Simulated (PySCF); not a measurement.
The dipole of 4-hydroxypyridine (`Oc1ccncc1`) from its density and from atomic charges.

Coordinates (GFN2-xTB, Å) and charges (e) from the PBE0/pcSseg-1 density (PySCF):

| atom | x | y | z | Mulliken | IAO | Hirshfeld | ESP-fitted |
| --- | --- | --- | --- | --- | --- | --- | --- |
| O1 | 2.148 | -0.722 | -0.247 | -0.3687 | -0.4618 | -0.1751 | -0.6193 |
| C2 | 0.867 | -0.314 | -0.107 | +0.2332 | +0.2401 | +0.0881 | +0.8670 |
| C3 | -0.161 | -1.231 | -0.323 | -0.1945 | -0.2247 | -0.0749 | -0.7863 |
| C4 | -1.464 | -0.796 | -0.174 | +0.1672 | -0.0030 | +0.0174 | +0.5664 |
| N5 | -1.796 | 0.441 | 0.160 | -0.4249 | -0.3004 | -0.1793 | -0.7698 |
| C6 | -0.818 | 1.305 | 0.362 | +0.1659 | -0.0007 | +0.0160 | +0.6350 |
| C7 | 0.525 | 0.989 | 0.245 | -0.2335 | -0.2527 | -0.0866 | -0.8910 |
| H8 | 2.754 | 0.009 | -0.068 | +0.2408 | +0.3674 | +0.1858 | +0.4295 |
| H9 | 0.075 | -2.246 | -0.597 | +0.1051 | +0.1691 | +0.0552 | +0.2681 |
| H10 | -2.293 | -1.473 | -0.331 | +0.1054 | +0.1591 | +0.0529 | +0.0309 |
| H11 | -1.126 | 2.306 | 0.634 | +0.1034 | +0.1577 | +0.0521 | +0.0184 |
| H12 | 1.290 | 1.732 | 0.421 | +0.1005 | +0.1499 | +0.0486 | +0.2512 |

**Question.** Compute μ = Σ q r for each scheme (1 e·Å = 4.803 D) and compare with the dipole of the full density.

**Answer.** The full density gives (2.66, 0.65, 0.10) D, 2.74 D in size; dipole vectors point from the negative to the positive end.

```json
{"scheme": "Mulliken", "μx": "0.69", "μy": "0.58", "μz": "0.14", "size (D)": "0.91", "share of the full size (%)": "33", "angle to the full dipole (°)": "27"}
{"scheme": "IAO", "μx": "1.63", "μy": "0.80", "μz": "0.17", "size (D)": "1.82", "share of the full size (%)": "66", "angle to the full dipole (°)": "13"}
{"scheme": "Hirshfeld", "μx": "1.67", "μy": "0.18", "μz": "0.01", "size (D)": "1.68", "share of the full size (%)": "61", "angle to the full dipole (°)": "8"}
{"scheme": "ESP-fitted", "μx": "2.64", "μy": "0.64", "μz": "0.10", "size (D)": "2.72", "share of the full size (%)": "99", "angle to the full dipole (°)": "0"}
```

**Question.** Which set comes closest?

**Answer.** Length of the difference vector: ESP-fitted 0.03 D, IAO 1.05 D, Hirshfeld 1.10 D, Mulliken 1.97 D. Closest: ESP-fitted. ESP charges are fitted to the potential around the molecule, whose slowest-falling term is the dipole's. The schemes that divide the density aren't constrained to reproduce the dipole.

**Question.** What is left for the Hirshfeld atoms' own dipoles?

**Answer.** The Hirshfeld atoms' densities add up to the full density, so μ = Σ q r + Σ (atomic dipoles). The atomic dipoles sum to (2.66, 0.65, 0.10) − (1.67, 0.18, 0.01) = (0.99, 0.47, 0.09) D, 1.10 D in size.

**Question.** With the origin at the mean of the coordinates, (0.000, 0.000, -0.002) Å, which are the largest single terms, by size, of the Mulliken dipole along the direction of the full one?

**Answer.** O1 -3.38, N5 +3.33, H8 +3.09, H10 -1.31, C4 -1.30 D; all 12 atoms together +0.81 D. The single terms depend on the origin, their sum doesn't.

**Question.** Give the size of the full dipole in other units.

**Answer.** 2.74 D = 1.079 au = 0.571 e·Å = 9.15 × 10⁻³⁰ C·m.

Geometry: GFN2-xTB, one conformer, isolated molecule.

The values belong to the conformer `[OH:1][c:2]1[cH:3][cH:4][n:5][cH:6][cH:7]1`: H–O1–C2–C3 180°.
